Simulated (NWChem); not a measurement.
# Si$_{2}$H$_{4}$, singlet; SMILES [SiH3][SiH]

```xyz
6

Si     0.0477     1.3446     0.3997
H      1.2365     1.3339    -0.5584
Si    -0.0723    -1.0182     0.1270
H      1.2486    -1.6919     0.2859
H     -0.5236    -1.2188    -1.2855
H     -1.0526    -1.7025     1.0138
```
Atoms are numbered in this order, from 1.

All runs: NWChem. Pople sets run with spherical d functions. Low-valent species are run as closed-shell singlets; no triplet was tried in these runs. The geometry was optimised at PBE0-D3(BJ)/def2-TZVP. Solvent water, SMD (1 M gas to 1 M solution), gas-phase geometry. Reactions with the solvent are ignored.

For level PBE0/6-31G*:

```yaml
dipole in solution (D): 0.45
```

Question: How do the values read with level PBE0/STO-3G instead?

Answer: dipole in solution (D): 0.98
